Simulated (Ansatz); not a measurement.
Basis-set extrapolation for C2H7BN, SMILES `CC[B]N` radical (PBE0-D4/def2-TZVP geometry, frozen core, the Gaussian-basis code of Ansatz). Multiplicity 2, UHF reference.

|  | def2-TZVPP | def2-QZVPP |
| --- | --- | --- |
| HF | -158.998918 | -159.006610 |
| MP2 correlation | -0.642385 | -0.684901 |
| CCSD(T) correlation | -0.709591 | not run |

Energies in hartree. Use E(X) = E(∞) + A·exp(−7.88·√X) for Hartree–Fock and E(X) = E(∞) + B·X^(−2.97) for correlation, with X = 3 and 4, and add CCSD(T) minus MP2 of the smaller set to the MP2 limit.

Task: What is the CCSD(T) energy at the basis-set limit?

Result: HF limit: -159.006610 + (-0.007692) × 0.13774 = -159.00767. MP2 limit: -0.684901 + (-0.042516) × 0.74074 = -0.71639. Higher-order term: -0.709591 − (-0.642385) = -0.06721. Total: -159.79127 hartree, 2.25 eV below CCSD(T)/def2-TZVPP.
